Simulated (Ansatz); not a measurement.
Input file for Ansatz (a first-principles code): U-CCSD(T)/cc-pV(T+d)Z on BeH4OSi (SMILES [BeH][O][SiH3]), a point of a bond scan (R = 2.000 Å). Files ending in .json are basis or fitting sets from the Basis Set Exchange.

Ansatz 0.2 input:
```yaml
crystal:
  periodic: [false, false, false]
  atoms:
    - {symbol: Be, position_ang: [-1.57329209, -0.93057217, 1.03196074]}
    - {symbol: H, position_ang: [-2.56627019, -1.51789972, 1.68327935]}
    - {symbol: O, position_ang: [-0.52197513, -0.30873830, 0.34237625]}
    - {symbol: Si, position_ang: [0.70038793, 0.41426606, -0.45940157]}
    - {symbol: H, position_ang: [0.82164976, -0.32033014, -2.31529548]}
    - {symbol: H, position_ang: [1.97927429, 0.16602969, 0.24550305]}
    - {symbol: H, position_ang: [0.46032280, 1.87421957, -0.52987566]}
basis:
  gaussian:
    orbitals: cc-pV_T+d_Z.json
correlation: {method: ccsd_t, electrons: outside_noble_gas}
scf: {omitted_lower_state_checks: [cluster_reference]}
magnetization: {spin_polarized: true, initial_magnetization: 0}
```

Output:

```
WARN ansatz: RAYON_NUM_THREADS=1 ignored (pool sized by the plan → 1); use --threads N
Functional definition: HF
these checks for a lower state are left out or cut short: cluster_reference
integrals: 0.63 GiB planned
892 factors; integrals over basis functions are off by at most 1.2e-3 eV
mean field: 0.45 GiB planned
mean field evaluation 1: about -10360.6147 eV, gradient 2.8e1 eV
mean field evaluation 2: about -10360.6149 eV, gradient 2.8e1 eV
mean field evaluation 4: about -10363.9230 eV, gradient 2.0e0 eV
mean field evaluation 8: about -10363.9615 eV, gradient 5.4e-4 eV
mean field evaluation 16: about -10362.0189 eV, gradient 7.9e0 eV
mean field -10363.96154892 eV, -380.8685619772 hartree, gradient 1.4e-6 eV, S^2 0.000000; 2 other end points of the search recorded, 0 dependent functions left out
7 core orbitals not correlated
reference -10363.96154892 eV, -380.8685619772 hartree; 8, 8 occupied and 140, 140 virtual orbitals, 892 factors
second order -11.27739879 eV of doubles, -0.00000000 eV of singles
coupled cluster: 1.54 GiB planned
cycle   1  -11.66240973 eV  change   -3.9e-1 eV  update   8.8e-2
cycle   2  -12.03604291 eV  change   -3.7e-1 eV  update   3.0e-2
cycle   3  -12.13707170 eV  change   -1.0e-1 eV  update   1.5e-2
cycle   4  -12.12902740 eV  change    8.0e-3 eV  update   3.8e-3
cycle   5  -12.12884870 eV  change    1.8e-4 eV  update   1.5e-3
cycle   6  -12.12887772 eV  change   -2.9e-5 eV  update   3.9e-4
cycle   7  -12.12865109 eV  change    2.3e-4 eV  update   1.2e-4
cycle   8  -12.12867236 eV  change   -2.1e-5 eV  update   4.0e-5
cycle   9  -12.12868630 eV  change   -1.4e-5 eV  update   1.1e-5
perturbative correction -0.39544131 eV, -0.0145322002 hartree
Total energy: -10376.48567653 eV, -381.3288151778 hartree
Checks for a lower state left out: cluster_reference
```

The calculation finished and met its thresholds.

Cost: around 30 core-seconds (rough).
